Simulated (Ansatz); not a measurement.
Basis-set extrapolation for CH8FNSi2, SMILES `N[SiH](F)C[SiH3]` (PBE0-D4/def2-TZVP geometry, frozen core, Ansatz). Multiplicity 1, RHF reference.

```tsv
	def2-TZVPP	def2-QZVPP
HF	-774.510208	-774.538319
MP2 correlation	-0.891375	-0.961468
CCSD(T) correlation	-0.974473	not run
```

Energies in hartree. Use E(X) = E(∞) + A·exp(−7.88·√X) for Hartree–Fock and E(X) = E(∞) + B·X^(−2.97) for correlation, with X = 3 and 4, and add CCSD(T) minus MP2 of the smaller set to the MP2 limit.

Task: What is the CCSD(T) energy at the basis-set limit?

Result: HF limit: -774.538319 + (-0.028111) × 0.13774 = -774.54219. MP2 limit: -0.961468 + (-0.070093) × 0.74074 = -1.01339. Higher-order term: -0.974473 − (-0.891375) = -0.08310. Total: -775.63868 hartree, 404.3 kJ/mol below CCSD(T)/def2-TZVPP.
